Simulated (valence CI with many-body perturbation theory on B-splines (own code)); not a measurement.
# A CI+MBPT run for La XXVI

Computed by configuration interaction combined with many-body perturbation theory (CI+MBPT): four valence electrons over a frozen Dirac-Fock core [Ar] 3d10, a basis of 11 s, 11 p, 10 d, 8 f, 5 g, 2 h functions for each j, with the one-electron correlation potential Σ1 (screened to all orders), the two-electron term Σ2, the three-electron term Σ3, Breit, model QED; selected single and double excitations, second order for the rest, scaled by the run's own slope (own B-spline code, finite nucleus).

Command, and the settings that its task file holds:

```sh
python run_cv.py task.json out
```

```
atom La  Z=57  mass_number=139  rms_radius_fm=4.8550
core [Ar] 3d10
valence 4s2 4p2
avg = 1
basis = M
breit = 1
cap = 32000
capref = 2000
cscale = 1
de = 0.0
dress = 0
eps = 2e-08
extrap = 1
h = 0.27
hh = 1
l2 = 3
lcore = 6
maxit = 60
n2 = 5
natural = 1
nlev = 150
nno = [5, 5, 5, 4, 2, 1]
nroot = 36
nsp = [6, 6, 5, 4, 3, 1]
pt2 = 1
qed = 1
rpa = 1
s1 = 1
s2 = 1
s3 = 1
screen = 1
tol = 2e-05
whole = 1
```

Roughly how long does this run take on one core of Intel(R) Xeon(R) Platinum 8559C (Emerald Rapids), and how much memory?

2.4 min on 1 thread of Intel(R) Xeon(R) Platinum 8559C (Emerald Rapids) (shared host), peak memory 0.99 GiB.

Log. The first blocks belong to the next ion, which gives the ionisation energy. Fields: 2J, parity (1 odd), roots, reference size, generating configurations, candidates as configurations/state functions, variational space P, stored matrix elements, Davidson steps; e2 is the range of second-order energies in hartree. The first line gives the box (bohr), its intervals, the orbitals and the steps of their self-consistent field. Window is the range of levels sought, series limit the energy at which the first omitted orbital would enter, core excitation an estimate of the first excitation out of the core, left out the lowest levels not solved, and shifts from estimates the range by which levels moved from their first estimate, all in cm⁻¹.

```
rmax 8.9 intervals 61 orbitals 83 references ['4s2 4p2', '4s 4p3', '4s2 4p 4d', '4p4', '4s 4p2 4d'] scf 4 t 1.1
2J=1 par=1 roots 2 ref 23 generators 7 cand 2150/3173 P 2169/3196 nnz 1.7e+06 it 5
2J=1 par=1 roots 2 ref 23 generators 14 cand 1489/2210 P 3658/5406 nnz 4.1e+06 it 5
   second order: generators 21 cand 7378/11489 e2 -0.00003 -0.00000
reference levels 1233, estimated 585, window 2399187 1/cm; series limit 5475163, core excitation 5910281
2J=0 par=0 roots 12 ref 43 generators 28 cand 2608/3871 P 4215/6399 nnz 2.9e+06 it 7
2J=0 par=0 roots 12 ref 43 generators 36 cand 10707/19789 P 14922/26188 nnz 3.5e+07 it 8
   second order: generators 52 cand 35702/80807 e2 -0.00009 -0.00000
2J=2 par=0 roots 18 ref 90 generators 31 cand 710/2038 P 2005/6381 nnz 4e+06 it 10
2J=2 par=0 roots 18 ref 90 generators 41 cand 7007/25617 P 9012/31998 nnz 6.3e+07 it 10
   second order: generators 63 cand 49478/285646 e2 -0.00196 -0.00021
2J=4 par=0 roots 27 ref 132 generators 42 cand 698/2043 P 1942/7202 nnz 5.3e+06 it 7
2J=4 par=0 roots 27 ref 132 generators 53 cand 5811/24722 P 7753/31924 nnz 6.5e+07 it 10
   second order: generators 83 cand 63155/521663 e2 -0.00363 -0.00038
2J=4 par=1 roots 29 ref 151 generators 40 cand 471/2060 P 1603/6387 nnz 4.6e+06 it 11
2J=4 par=1 roots 29 ref 151 generators 55 cand 5597/25535 P 7200/31922 nnz 6.7e+07 it 9
   second order: generators 80 cand 54071/432244 e2 -0.00238 -0.00040
2J=2 par=1 roots 22 ref 118 generators 36 cand 941/2902 P 2124/6373 nnz 4e+06 it 7
2J=2 par=1 roots 22 ref 118 generators 51 cand 7044/25614 P 9168/31987 nnz 6.3e+07 it 10
   second order: generators 74 cand 54087/301225 e2 -0.00172 -0.00023
2J=6 par=1 roots 24 ref 143 generators 32 cand 546/2454 P 1511/6378 nnz 4.7e+06 it 10
2J=6 par=1 roots 24 ref 143 generators 55 cand 5454/25583 P 6965/31961 nnz 6.5e+07 it 10
   second order: generators 78 cand 53245/497454 e2 -0.00227 -0.00079
2J=0 par=1 roots 10 ref 44 generators 26 cand 2369/3825 P 4097/6400 nnz 3e+06 it 6
2J=0 par=1 roots 10 ref 44 generators 34 cand 12384/22206 P 16481/28606 nnz 4e+07 it 8
   second order: generators 52 cand 34762/78106 e2 -0.00008 -0.00001
2J=8 par=1 roots 15 ref 109 generators 23 cand 819/3621 P 1486/6319 nnz 4.6e+06 it 8
2J=8 par=1 roots 15 ref 109 generators 40 cand 5655/25664 P 7141/31983 nnz 6.6e+07 it 9
   second order: generators 65 cand 48953/479054 e2 -0.00221 -0.00075
2J=6 par=0 roots 19 ref 113 generators 30 cand 651/2029 P 1743/7169 nnz 5.5e+06 it 13
...
2J=10 par=0 roots 4 ref 53 generators 27 cand 5736/25415 P 7790/31996 nnz 6.5e+07 it 10
   second order: generators 40 cand 46632/411885 e2 -0.00137 -0.00029
2J=10 par=1 roots 6 ref 67 generators 14 cand 1240/3869 P 2034/6397 nnz 4.1e+06 it 6
2J=10 par=1 roots 6 ref 67 generators 29 cand 6095/25595 P 8129/31992 nnz 6.3e+07 it 10
   second order: generators 46 cand 42436/386451 e2 -0.00089 -0.00048
2J=12 par=1 roots 2 ref 32 generators 6 cand 1567/4068 P 2687/6727 nnz 4.4e+06 it 4
2J=12 par=1 roots 2 ref 32 generators 13 cand 5044/22776 P 7731/29503 nnz 5.6e+07 it 5
   second order: generators 25 cand 33683/266390 e2 -0.00027 -0.00022
left out: unestimated 3374616, estimated 2533369, shifts from estimates -29 to 107
operators 3.0
```

The Davidson iterations converged.

No measured levels were compared; by estimate levels hold to about 250 cm⁻¹ or 0.2 % of their energy and the worst to 1 %, as in measured heavy ions of charge 2 to 7; those with d or f electrons hold less well. Among the levels kept, up to 500 cm⁻¹ of a level comes from second order outside the variational space, and about a tenth of that is noise between levels of different J, which matters for small intervals.

```
Valence energy                            : -140.0833 hartree
Ionisation energy                         : 866.99 eV (NIST: 865 ± 4 eV (theoretical))
Reference configurations for the orbitals : 4s2 4p2, 4s 4p3, 4s2 4p 4d, 4p4, 4s 4p2 4d
Radial orbitals                           : 83
Box radius                                : 8.922 bohr
Largest variational space                 : 31998
Lowest levels                             : (4s^2 4p1/2^2) J=0 0, (4s^2 4p1/2 4p3/2) J=1 160320, (4s^2 4p1/2 4p3/2) J=2 182490, (4s^2 4p3/2^2) J=2 359670, (4s^2 4p3/2^2) J=0 411040, (4s 4p1/2^2 4p3/2) J=2 606790, (4s 4p1/2^2 4p3/2) J=1 685760, (4s 4p1/2 4p3/2^2) J=2 [a] 760340, (4s 4p1/2 4p3/2^2) J=3 800920, (4s 4p1/2 4p3/2^2) J=0 846560, (4s 4p1/2 4p3/2^2) J=2 [b] 864900, (4s 4p1/2 4p3/2^2) J=1 [a] 865850, (4s 4p1/2 4p3/2^2) J=1 [b] 910950, (4s^2 4p1/2 4d3/2) J=2 948930 cm⁻¹
```

Levels are named by their leading jj configuration (3d3/2^4 stands for four electrons in 3d with j = 3/2), which in mixed levels can hold well under half, so a name can repeat and another be missing. Letters in brackets count levels of one name in rising energy.
